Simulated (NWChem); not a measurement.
# GeH3O3 cation

```xyz
7

O     -1.6799     0.2200     0.0000
Ge    -0.0026     0.0096     0.0000
O      0.6055    -1.5799     0.0000
O      0.8442     1.4783     0.0000
H     -2.2377    -0.5765     0.0000
H      1.5618    -1.7502     0.0000
H      1.8149     1.4859     0.0000
```
Atoms are numbered in this order, from 1.

Computed with NWChem. Pople sets run with spherical d functions. Structure relaxed at the PBE0/def2-SVP level. Vzz is the largest principal value of the second derivative of the potential at the nucleus (NWChem prints the opposite sign); η is the asymmetry. Non-relativistic.

```csv
level,Vzz O1 (a.u.),η O1,Vzz Ge2 (a.u.),η Ge2,Vzz O4 (a.u.),η O4,relative time
Hartree-Fock/cc-pVTZ,1.402,0.64,3.593,0.10,1.417,0.65,6
Hartree-Fock/6-31G*,1.386,0.70,2.817,0.16,1.400,0.72,1
PBE/def2-SVP,1.321,0.68,1.320,0.32,1.335,0.68,2
PBE/def2-TZVP,1.313,0.69,2.275,0.21,1.329,0.67,8
```

Relative times are rough (shared machine, one core).
